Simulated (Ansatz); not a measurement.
Program: Ansatz. Geometries: PBE0-D4/def2-TZVP. ΔE: electronic, gas phase. CCSD(T)/CBS is the MP2 limit (def2-TZVPP, def2-QZVPP) plus CCSD(T) − MP2 in def2-TZVPP, frozen cores. This one scheme is used for every species. Elements past krypton have def2 core potentials. For Ga, Sb outer-core shells are correlated without core-valence functions, which leaves a few kJ/mol of doubt a bond. Scalar relativity is left out up to krypton.

Reaction (cleavage of the Ga–Si bond): `[SiH3][GaH2]` + `[OH][SbH2]` → `[GaH2][O][SbH2]` + SiH₄

```tsv
species	CCSD(T)/CBS(def2) energy (Eh)
`[SiH3][GaH2]`	-2215.99298
`[OH][SbH2]`	-316.98030
`[GaH2][O][SbH2]`	-2241.53579
SiH₄	-291.46306
```

Task: Work out ΔE.

Result: ΔE = (-2241.53579) + (-291.46306) − (-2215.99298) − (-316.98030) = -0.02557 Eh = -67.1 kJ/mol.

Largest T1 diagnostic among the species: 0.016.

The D4 term adds −3.8 kJ/mol with B3LYP and −2.0 kJ/mol with PBE0; it sums over pairs of atoms, weighted by their polarisabilities, and B3LYP, whose exchange is more repulsive, gets the larger term. From BLYP to BHLYP (50 % exact exchange), in def2-TZVPP and without D4, ΔE moves by −4.9 kJ/mol.

B3LYP here is the variant with VWN-RPA as its local correlation; programs differ in this.
